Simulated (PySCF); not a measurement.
**Correlation energy of Ca (calcium, neutral)**

[Ar] 4s1 4p1, high-spin 3P determinant (an excited configuration). All numbers are calculated (PySCF 2.14, the spin-free X2C one-electron Hamiltonian (Gaussian nucleus), in x2c-QZVPPall (11s7p4d3f, 73 functions)). Frozen: [Ar]; 2 electrons correlated.

With two correlated electrons CCSD is exact within the correlated space (frozen core and kept virtual orbitals).

```csv
level,correlation energy (mhartree)
CCSD,-3.95
```

Diagnostics: T1 = 0.011, D1 = 0.0220, largest double amplitude 0.081.

Cost of the coupled-cluster step: of the order of 2.8 core-seconds, for 2 correlated electrons.

Iterations:

```
CC2 = 0
CCSD nocc = (np.int64(2), np.int64(0)), nmo = (64, 64)
frozen orbitals [[0, 1, 2, 3, 4, 5, 6, 7, 8], [0, 1, 2, 3, 4, 5, 6, 7, 8]]
max_cycle = 100
direct = 0
conv_tol = 1e-08
conv_tol_normt = 1e-06
diis_space = 8
diis_start_cycle = 0
Init t2, MP2 energy = -0.00171026252460514
Init E_corr(UCCSD) = -0.00171026260007933
cycle = 1  E_corr(UCCSD) = -0.00253567598948076  dE = -0.000825413389  norm(t1,t2) = 0.0291811
cycle = 2  E_corr(UCCSD) = -0.0030037495935237  dE = -0.000468073604  norm(t1,t2) = 0.0192696
cycle = 3  E_corr(UCCSD) = -0.00385432896211579  dE = -0.000850579369  norm(t1,t2) = 0.0134654
cycle = 4  E_corr(UCCSD) = -0.00391799022953491  dE = -6.36612674e-05  norm(t1,t2) = 0.00397579
cycle = 5  E_corr(UCCSD) = -0.00395674105377632  dE = -3.87508242e-05  norm(t1,t2) = 0.00115709
cycle = 6  E_corr(UCCSD) = -0.00394606180091491  dE = 1.06792529e-05  norm(t1,t2) = 0.000271091
cycle = 7  E_corr(UCCSD) = -0.0039550780286891  dE = -9.01622777e-06  norm(t1,t2) = 0.000102745
cycle = 8  E_corr(UCCSD) = -0.00395020648827569  dE = 4.87154041e-06  norm(t1,t2) = 5.99839e-05
cycle = 9  E_corr(UCCSD) = -0.00395143274271732  dE = -1.22625444e-06  norm(t1,t2) = 1.48425e-05
cycle = 10  E_corr(UCCSD) = -0.0039511364070374  dE = 2.9633568e-07  norm(t1,t2) = 4.48813e-06
cycle = 11  E_corr(UCCSD) = -0.003951158559345  dE = -2.21523076e-08  norm(t1,t2) = 9.1336e-07
cycle = 12  E_corr(UCCSD) = -0.0039511590012487  dE = -4.41903701e-10  norm(t1,t2) = 2.22289e-07
UCCSD converged
E(UCCSD) = -679.6024827967773  E_corr = -0.003951159001248703
```

The basis was made for the ground configuration and has no added diffuse functions, which can raise the energy of the promoted electron.
